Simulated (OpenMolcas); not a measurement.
Ni2+: input and output

Input:

```
&GATEWAY
Coord
1

Ni 0.0 0.0 0.0
Basis=ANO-R3
Group=XYZ
NoMove
AngMom=0.0 0.0 0.0
AMFI
&SEWARD
&RASSCF
FileOrb=start.orb
Symmetry=1
Spin=3
nActEl=8 0 0
Inactive=3 6
Ras2=5 0
CIRoot=10 10 1
SDav=10
CIMx=300
Iter=120 100
PrWF=0.3
OrbListing=Nothing
MaxOrb=0
Atom
>>> COPY $Project.JobIph JOB001
&RASSCF
FileOrb=start.orb
Symmetry=1
Spin=1
nActEl=8 0 0
Inactive=3 6
Ras2=5 0
CIRoot=15 15 1
SDav=15
CIMx=300
Iter=120 100
PrWF=0.3
OrbListing=Nothing
MaxOrb=0
Atom
>>> COPY $Project.JobIph JOB002
&RASSI
NrOfJobIphs=2 10 15
1 2 3 4 5 6 7 8 9 10
1 2 3 4 5 6 7 8 9 10 11 12 13 14 15
IphNames
JOB001
JOB002
EJob
SpinOrbit
DIPRint=1.0
SOCoupling=1000.0
Subsets=2
MEES
Property=10
'ANGMOM' 1 'ANGMOM' 2 'ANGMOM' 3 'MLTPL  1' 1 'MLTPL  1' 2 'MLTPL  1' 3
'AMFI' 1 'AMFI' 2 'AMFI' 3 'MLTPL  2' 6
SOProperty=3
'ANGMOM' 1 'ANGMOM' 2 'ANGMOM' 3
```

A driver script runs the steps one by one and writes start.orb anew before each from the orbitals found so far.

Output, cut to the results:

```
--- SEWARD ---
Basis set label: NI.ANO-R...7S5P5D3F2G1H.

      Electronic valence basis set:
      ------------------
      Associated Effective Charge  28.000000 au
      Associated Actual Charge     28.000000 au
      Nuclear Model: Finite nucleus - Gaussian distribution
        Gaussian exponent, Xi/bohr**(-2):  2.89964E+08

      Shell  nPrim  nBasis  Cartesian Spherical Contaminant
         s      20       7        X
         p      12       5        X
         d       9       5                 X
         f       5       3                 X
         g       4       2                 X
         h       3       1                 X
                  Relativistic X2C integrals
                  Atomic mean-field integrals
--- RASSCF ---
Wave function specifications:
      -----------------------------

      Number of closed shell electrons          18
      Number of electrons in active shells       8
      Max number of holes in RAS1 space          0
      Max nr of electrons in RAS3 space          0
      Number of inactive orbitals                9
      Number of active orbitals                  5
      Number of secondary orbitals              83
      Spin quantum number                      1.0
      State symmetry                             1
Orbital specifications:
      -----------------------

      Symmetry species                           1   2
                                                ag  au
      Frozen orbitals                            0   0
      Inactive orbitals                          3   6
      Active orbitals                            5   0
      RAS1 orbitals                              0   0
      RAS2 orbitals                              5   0
      RAS3 orbitals                              0   0
      Secondary orbitals                        42  41
      Deleted orbitals                           0   0
      Number of basis functions                 50  47
      Number of CSFs                            10
      Number of root(s) required                10
      Iter CI   SX   CI       RASSCF       Energy    max ROT     max BLB   max BLB  Level Ln srch  Step   QN
          iter iter root      energy       change     param      element    value   shift minimum  type update
 Nr of preliminary CI iterations:   1
      Total energies have been shifted. Add                -1000.00 au
        1   1   11    0  -518.23004096    0.00E+00  -3.79E-02    4  13 1  1.00E-01*  0.00   0.00    SX    NO
        2   1   11    0  -518.23707653   -7.04E-03* -2.51E-02    4  10 2  8.64E-02*  0.00   0.00    SX    NO
        3   1   11    0  -518.23755273   -4.76E-04* -2.47E-02    4  13 1  8.48E-02*  0.00   0.00    SX    NO
        4   1   11    0  -518.23826045   -7.08E-04*  2.36E-02    6  15 1 -7.91E-02*  0.00   0.00    SX    NO
        5   1   11    0  -518.23862350   -3.63E-04*  1.10E-02    6  15 1  7.77E-02*  0.00   0.51    LS   YES
        6   1   10    0  -518.24440661   -5.78E-03*  7.61E-04    6  15 1  4.05E-03*  0.00   1.05    QN   YES
        7   1    9    0  -518.24442269   -1.61E-05*  1.48E-05    5   8 2 -1.01E-04*  0.00   0.98    QN   YES
        8   1    5    0  -518.24442270   -1.18E-08* -9.62E-07    3  12 1  9.30E-06   0.00   1.01    QN   YES
        9   1    3    0  -518.24442270   -7.80E-11  -2.03E-07    3  12 1  1.08E-06   0.00   1.14    QN   YES
      Convergence after  9 iterations
       10   1    3    0  -518.24442270   -5.23E-12  -2.03E-07    5  29 1 -3.17E-07   0.00   1.14    QN   YES
      Natural orbitals and occupation numbers for root  1
      sym 1:   1.806847   1.193153   2.000000   1.806847   1.193153
      Natural orbitals and occupation numbers for root  2
      sym 1:   2.000000   1.202688   1.797312   1.202688   1.797312
      Natural orbitals and occupation numbers for root  3
      sym 1:   2.000000   1.156407   1.156407   1.843593   1.843593
::    RASSCF root number  1 Total energy:  -1518.27148700
::    RASSCF root number  2 Total energy:  -1518.27148700
::    RASSCF root number  3 Total energy:  -1518.27148700
::    RASSCF root number  4 Total energy:  -1518.27148700
::    RASSCF root number  5 Total energy:  -1518.27148700
::    RASSCF root number  6 Total energy:  -1518.27148700
::    RASSCF root number  7 Total energy:  -1518.27148700
::    RASSCF root number  8 Total energy:  -1518.18127267
::    RASSCF root number  9 Total energy:  -1518.18127267
::    RASSCF root number 10 Total energy:  -1518.18127267
--- RASSCF ---
Wave function specifications:
...
--- RASSI ---
SPIN-FREE ENERGIES:
  (Shifted by EMIN (a.u.) =      -1518.2714869994)

 SF State       Relative EMIN(au)   Rel lowest level(eV)    D:o, cm**(-1)      L_eff

     1             0.0000000000        0.0000000000              0.0000         3.0
     2             0.0000000000        0.0000000000              0.0000         3.0
     3             0.0000000000        0.0000000000              0.0000         3.0
     4             0.0000000000        0.0000000000              0.0000         3.0
     5             0.0000000000        0.0000000000              0.0000         3.0
     6             0.0000000000        0.0000000000              0.0000         3.0
     7             0.0000000000        0.0000000000              0.0000         3.0
    11             0.0744091408        2.0247758701          16330.9187         2.0
    12             0.0744091408        2.0247758701          16330.9187         2.0
    13             0.0744091408        2.0247758701          16330.9187         2.0
    14             0.0744091408        2.0247758701          16330.9187         2.0
    15             0.0744091408        2.0247758701          16330.9187         2.0
    10             0.0902143290        2.4548569512          19799.7566         1.0
     8             0.0902143290        2.4548569512          19799.7566         1.0
     9             0.0902143290        2.4548569512          19799.7566         1.0
    16             0.1163669570        3.1665062132          25539.5950         4.0
    17             0.1163669570        3.1665062132          25539.5950         4.0
    18             0.1163669570        3.1665062132          25539.5950         4.0
    19             0.1163669570        3.1665062132          25539.5950         4.0
    20             0.1163669570        3.1665062132          25539.5950         4.0
    21             0.1163669570        3.1665062132          25539.5950         4.0
...
```

Levels above the lowest, from the spin-orbit matrix, grouped by J:

```csv
Configuration,Term,J,E (cm⁻¹),Measured (cm⁻¹),g,Term weight %,Second
3d⁸,³F,4,0.0,0.0,1.250,100,
3d⁸,³F,3,1358,1361,1.084,100,
3d⁸,³F,2,2292,2270,0.667,100,
3d⁸,¹D,2,17145,14032,1.037,92,8 ³P
3d⁸,³P,2,20768,16662,1.462,92,8 ¹D
3d⁸,³P,1,21158,16978,1.501,100,
3d⁸,³P,0,21430,17231,,100,
3d⁸,¹G,4,26579,23109,1.000,100,
3d⁸,¹S,0,64026,52532,,100,
```

Against the 8 measured excited levels shown (Corliss and Sugar, J. Phys. Chem. Ref. Data 10, 197 (1981)) the mean absolute deviation is 3800 cm-1; the largest miss in energy is 3d⁸ ¹S₀: computed 64026, measured 52532 cm⁻¹ (+21.9 %).

Without dynamic correlation excited terms often stand tens of per cent too high (terms of higher spin than the ground term too low), and those without a measured partner can miss by more than the paired ones. Some levels mix across a computed gap that differs much from the measured one, so their mixing is not that of the real levels. Measured partners are found by configuration, term and J. A level has none where our copy of the source lacks it or the pairing is in doubt (some pairs that miss far off the trend of their configuration count as doubtful), and it then counts in no deviation. Levels of configurations outside the active space are missing.

The term weight is that of the spin-free term in the level, not the purity of its configuration.
